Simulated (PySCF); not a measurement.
Exercise with solution: chemical shift, span and skew from a shielding tensor

5-methylidene-2H-1,3-oxazole (C₄H₅NO), SMILES C=C1C=NCO1. Atoms are numbered in the order given.

```xyz
11

C      0.0550    -2.1109     0.0000
C      0.0144    -0.7747     0.0000
C     -1.1604     0.1268     0.0000
N     -0.8290     1.3558     0.0000
C      0.6148     1.3948     0.0000
O      1.0959     0.0490     0.0000
H     -0.8786    -2.6758     0.0000
H      1.0051    -2.6482     0.0000
H     -2.2016    -0.2135     0.0000
H      0.9843     1.9196    -0.8980
H      0.9843     1.9196     0.8980
```
Charge 0, spin multiplicity 1.

The structure is a stationary point at ωB97X-D3(BJ)/def2-SVP. The values are those of a single conformer.

GIAO shieldings from PBE/pcSseg-1 in PySCF, non-relativistic, no solvent. The symmetric part of the tensor of N4 has the principal values -388.8, -122.6, 195.4 ppm. The same nucleus in NH3 has σ = 267.0 ppm at this level (PySCF, at its B3LYP-D3(BJ)/def2-TZVP geometry).

Task: Work out the isotropic shielding, the ¹⁵N shift against NH3, the span and the skew.

Result: 
σ(iso) = (σ11 + σ22 + σ33)/3 = -105.3 ppm. δ = σ(ref) − σ(iso) = 267.0 − (-105.3) = 372.3 ppm.
Span Ω = σ33 − σ11 = 584.2 ppm. Skew κ = 3(σ(iso) − σ22)/Ω = 0.09. Tumbling in solution averages the tensor to δ; in a static solid the shielding alone would spread this spin-1/2 line over Ω.
